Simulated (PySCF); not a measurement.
# Induced dipoles and field energies

Compound: MoO2(OSiMe3)2, C6H18MoO4Si2 (singlet state).
Geometry (PBE0-D3(BJ)/def2-SVP, Å), atoms numbered from 1 in this order:
```
atom  x, y, z in Å
Mo1    1.091    0.248    0.211
O2     1.679   -0.110    1.743
O3     2.376    0.852   -0.687
O4    -0.245    1.513    0.346
Si5   -0.978    2.758    1.246
C6    -2.404    1.982    2.171
C7    -1.559    4.035    0.015
C8     0.324    3.429    2.405
H9    -2.951    2.735    2.760
H10   -2.043    1.205    2.863
H11   -3.116    1.513    1.473
H12   -2.270    3.595   -0.701
H13   -2.063    4.872    0.525
H14   -0.711    4.444   -0.556
H15    0.689    2.639    3.080
H16    1.187    3.818    1.841
H17   -0.075    4.250    3.022
O18    0.443   -1.286   -0.582
Si19   0.716   -2.771   -1.367
C20    0.944   -2.392   -3.182
C21   -0.802   -3.812   -1.051
C22    2.254   -3.512   -0.607
H23    1.128   -3.311   -3.760
H24    1.802   -1.717   -3.332
H25    0.049   -1.902   -3.596
H26   -1.703   -3.321   -1.449
H27   -0.710   -4.800   -1.529
H28   -0.947   -3.968    0.029
H29    3.128   -2.868   -0.789
H30    2.135   -3.621    0.483
H31    2.470   -4.507   -1.029
```

Level: CAM-B3LYP/def2-SVPD (PySCF); nuclei fixed, core orbitals frozen in the response. Permanent dipole (-3.140, -0.635, -0.732) D (1 au = 2.5417 D). Static polarisability (au):

```
x   165.71  -7.56  -3.55
y    -7.56 187.68  13.43
z    -3.55  13.43 165.52
```

Only the terms in μ and α are kept: μ(F) = μ + αF and ΔE = −μ·F − ½ F·αF.

(1) What do fields of 0.154 V/Å (0.003 au) along the six axis directions do?

(2) For the field (0.0015, -0.0009, 0.0000) au, what is the induced dipole, and what angle does it make with the field?

(3) Which field along μ doubles the dipole in that direction (linear response)?

(4) What field makes μF equal to kT at 400 K?

(5) A unit point charge sits 6 Å away. Estimate the induction energy −αe²/2R⁴ with the mean polarisability, treating the molecule as a point.

Answers

(1) 
| field along | induced x (D) | induced y (D) | induced z (D) | total size (D) | −μ·F (kJ/mol) | −½F·αF (kJ/mol) |
| --- | --- | --- | --- | --- | --- | --- |
| +x | 1.264 | -0.058 | -0.027 | 2.139 | +9.730 | -1.958 |
| −x | -1.264 | 0.058 | 0.027 | 4.497 | -9.730 | -1.958 |
| +y | -0.058 | 1.431 | 0.102 | 3.355 | +1.968 | -2.217 |
| −y | 0.058 | -1.431 | -0.102 | 3.803 | -1.968 | -2.217 |
| +z | -0.027 | 0.102 | 1.262 | 3.255 | +2.268 | -1.956 |
| −z | 0.027 | -0.102 | -1.262 | 3.770 | -2.268 | -1.956 |

(2) αF = (0.649, -0.458, -0.044) D, at 5.3° to the field. The polarisability along this direction, F·αF/F², is 178.20 au, against a mean of 172.97 au.

(3) The polarisability along the dipole is 163.37 au, so F = 1.2929 au / 163.37 au = 0.0079 au = 0.41 V/Å; higher-order terms are ignored.

(4) kT = 1.2667 × 10⁻³ Eh, so F = 0.00098 au = 5.04 MV/cm.

(5) R = 11.34 bohr, so the energy is −173.0/(2 × 11.34⁴) Eh = -13.7 kJ/mol. The charge–dipole term at its most favourable orientation, −μe/R², is -26.4 kJ/mol.

Geometry: PBE0-D3(BJ)/def2-SVP; no solvent, vibrations or thermal averaging. Atoms past krypton carry effective core potentials; spin–orbit coupling is left out.
